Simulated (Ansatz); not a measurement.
System: CH3O2, net charge 0, doublet state. It need not be the lowest isomer of its formula. 
Geometry from a B3LYP-D3(BJ)/def2-TZVP (Ansatz, an electronic-structure program) optimisation:
```
C
O 1 1.3207
O 1 1.4050 2 117.95
H 3 0.9661 1 107.56 2 23.18
H 1 1.1083 2 110.95 3 -124.14
H 1 1.1198 5 104.24 2 113.47
```
Charge 0, spin multiplicity 2.

Basis-set convergence of Hartree-Fock and CCSD correlation energies (hartree) with Ansatz. Cores are frozen in the correlated levels unless marked. UHF or UKS for open shells. No spin-orbit coupling. Non-relativistic.

```
basis    functions       E(HF)  E(corr, CCSD)
-------  ---------  ----------  -------------
cc-pVDZ          -  -189.29850       -0.50131
cc-pVTZ        132         ___            ___
```

**Question.** Complete the blanks.

**Answer.** 
- cc-pVTZ, E(HF): -189.35920
- cc-pVTZ, E(corr, CCSD): -0.62894
